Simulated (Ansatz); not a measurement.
Basis-set extrapolation for `c1ccc2c(c1)CCCC2` (PBE0-D4/def2-TZVP geometry, frozen core, Ansatz 0.2.0). Multiplicity 1, RHF reference.

```
                      def2-TZVPP   def2-QZVPP
                 HF  -385.819903  -385.836215
    MP2 correlation    -1.625166    -1.726289
CCSD(T) correlation    -1.759862      not run
```

Energies in hartree. Use E(X) = E(∞) + A·exp(−7.88·√X) for Hartree–Fock and E(X) = E(∞) + B·X^(−2.97) for correlation, with X = 3 and 4, and add CCSD(T) minus MP2 of the smaller set to the MP2 limit.

**Question.** What is the CCSD(T) energy at the basis-set limit?

**Answer.** HF limit: -385.836215 + (-0.016312) × 0.13774 = -385.83846. MP2 limit: -1.726289 + (-0.101123) × 0.74074 = -1.80119. Higher-order term: -1.759862 − (-1.625166) = -0.13470. Total: -387.77435 hartree, 5.29 eV below CCSD(T)/def2-TZVPP.
